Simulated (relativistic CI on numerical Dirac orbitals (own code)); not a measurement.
## Radial parameters of Tl30+

Calculated at this level of theory: Dirac-Coulomb-Breit CI, KLI orbitals optimised for each configuration, model QED, unscaled Slater integrals (own radial code, finite nucleus).

Slater integrals F^k, G^k are unscaled and averaged over j, outside the closed core [Ar] 3d10 4p6 4d10; ζ comes from projecting the Hamiltonian with its Breit term on Σ l·s of the shell.

- 4s²4f⁵: F^2(4f,4f) = 269940, F^4(4f,4f) = 175830, F^6(4f,4f) = 128540, ζ(4f) = 13903 cm⁻¹; <r>(4f) = 0.3878, <r^2>(4f) = 0.1725 (bohr units).
- 4s²4f⁴5s: F^2(4f,4f) = 272530, F^4(4f,4f) = 177620, F^6(4f,4f) = 129880, ζ(4f) = 14214, G^3(4f,5s) = 37065 cm⁻¹; <r>(4f) = 0.3847, <r^2>(4f) = 0.1696, <r>(5s) = 0.6962, <r^2>(5s) = 0.5403 (bohr units).
- 4s²4f³5s²: F^2(4f,4f) = 275330, F^4(4f,4f) = 179560, F^6(4f,4f) = 131340, ζ(4f) = 14527 cm⁻¹; <r>(4f) = 0.3813, <r^2>(4f) = 0.1666 (bohr units).

Averages of the first 8 configurations, taken without configuration mixing, which lowers the lowest level and can move excited configurations by several eV; other configurations of the list can lie among them:

```json
{"Configuration": "4s²4f⁵", "Parity": "odd", "States": "2002", "Average energy above the lowest level (eV)": "26.7"}
{"Configuration": "4s²4f⁴5s", "Parity": "even", "States": "2002", "Average energy above the lowest level (eV)": "196.9"}
{"Configuration": "4s²4f³5s²", "Parity": "odd", "States": "364", "Average energy above the lowest level (eV)": "378.9"}
{"Configuration": "4s²4f⁴5p", "Parity": "odd", "States": "6006", "Average energy above the lowest level (eV)": "278.7"}
{"Configuration": "4s²4f³5s5p", "Parity": "even", "States": "4368", "Average energy above the lowest level (eV)": "457.5"}
{"Configuration": "4s²4f³5p²", "Parity": "odd", "States": "5460", "Average energy above the lowest level (eV)": "542.5"}
{"Configuration": "4s4f⁶", "Parity": "even", "States": "6006", "Average energy above the lowest level (eV)": "769.8"}
{"Configuration": "4s²4f⁴6s", "Parity": "even", "States": "2002", "Average energy above the lowest level (eV)": "548.2"}
```
